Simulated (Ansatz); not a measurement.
System: H4BGeO, charge 0, doublet. H4BGeO (SMILES [BH](O)[GeH2], doublet).
B3LYP-D3(BJ)/def2-TZVP minimum from Ansatz (a program for electronic structure):
```xyz
7

B     -1.2501     0.3272    -0.2896
Ge     0.5504    -0.4167     0.3167
H      1.8505     0.3986     0.1530
H      0.6566    -1.3632     1.5213
H     -2.2515    -0.2192     0.0553
O     -1.3821     1.3838    -1.1277
H     -0.5617     1.8108    -1.3960
```
Charge 0, spin multiplicity 2.

Total energies in hartree (Ansatz). UHF or UKS for unpaired electrons; spin-orbit terms are left out. Correlated methods leave the cores frozen (noble-gas shells, and filled d and f shells in the p block). No relativity. For partners of very few electrons the exact lower level stands in for a higher one.

```tsv
species	HF/cc-pVTZ	CCSD(T)/cc-pVTZ	HF/cc-pVQZ	CCSD(T)/cc-pVQZ	CCSD(T)/cc-pVDZ	CCSDT(Q)/cc-pVDZ
1: H4BGeO (SMILES [GeH2][BH]O, doublet)	-2177.32629	-2177.81962	-2177.33756	-2177.86051	-2177.62092	-2177.62284
2: B (doublet)	-24.53207	-24.59810	-24.53297	-24.60084	-24.58941	-24.58977
3: Ge (triplet)	-2075.36107	-2075.42794	-2075.36359	-2075.43284	-2075.34866	-2075.34895
4: H (doublet)	-0.49981	-0.49981	-0.49995	-0.49995	-0.49928	-0.49928
5: O (triplet)	-74.81176	-74.97396	-74.81729	-74.99357	-74.90995	-74.91013
```

Work out the atomisation energy (electronic, to ground-state atoms) in kcal/mol: take Hartree-Fock from cc-pVQZ, extrapolate the CCSD(T) correlation energy as X^-3 (X = 3, 4), and add CCSDT(Q) - CCSD(T) in cc-pVDZ. 1 hartree = 627.51 kcal/mol.


Species 1: correlation (64·(-0.52295) - 27·(-0.49333))/37 = -0.54456; step -0.00192; E1 = -2177.33756 + (-0.54456) + (-0.00192) = -2177.88404
Species 2: correlation (64·(-0.06787) - 27·(-0.06603))/37 = -0.06921; step -0.00036; E2 = -24.53297 + (-0.06921) + (-0.00036) = -24.60254
Species 3: correlation (64·(-0.06925) - 27·(-0.06687))/37 = -0.07099; step -0.00029; E3 = -2075.36359 + (-0.07099) + (-0.00029) = -2075.43487
Species 4: correlation (64·(0.00000) - 27·(0.00000))/37 = 0.00000; step +0.00000; E4 = -0.49995 + (0.00000) + (+0.00000) = -0.49995
Species 5: correlation (64·(-0.17628) - 27·(-0.16220))/37 = -0.18655; step -0.00018; E5 = -74.81729 + (-0.18655) + (-0.00018) = -75.00402
-1·E1 +1·E2 +1·E3 +4·E4 +1·E5 = 0.84281 hartree = 528.9 kcal/mol.
